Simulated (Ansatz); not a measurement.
The cluster H₂Au₂⁺. The state is a doublet with charge 1. Geometry PBE-D4/def2-TZVP; atoms count from 1.

Cartesian coordinates in Å:
```
Au -0.1030 -1.0623 -0.7854
Au 0.0737 1.1285 0.7014
H -1.3740 0.9886 1.2409
H 1.4033 -1.0548 -1.1570
```

In the def2 sets Au takes a core potential; there is no spin–orbit coupling. The structure comes from a short search, and lower isomers may exist.

Q: Estimate the Mulliken populations from the PBE0/def2-TZVP orbitals of Ansatz.

A: 
```json
{"atom": "Au1", "charge (e)": "0.44", "spin (α − β)": "0.29", "d electrons": "9.55"}
{"atom": "Au2", "charge (e)": "0.44", "spin (α − β)": "0.29", "d electrons": "9.55"}
{"atom": "H3", "charge (e)": "0.06", "spin (α − β)": "0.21", "d electrons": "–"}
{"atom": "H4", "charge (e)": "0.06", "spin (α − β)": "0.21", "d electrons": "–"}
```
Mulliken values depend strongly on the basis.

Q: Where does the spin sit?

A: Summed by element: Au 0.59, H 0.41, of 1 unpaired in all. Largest on single atoms: Au1 0.29, Au2 0.29, H4 0.21.

Q: And the Mayer bond orders between heavy atoms (over 0.3)?

A: Au1–Au2 0.64 (2.65 Å).
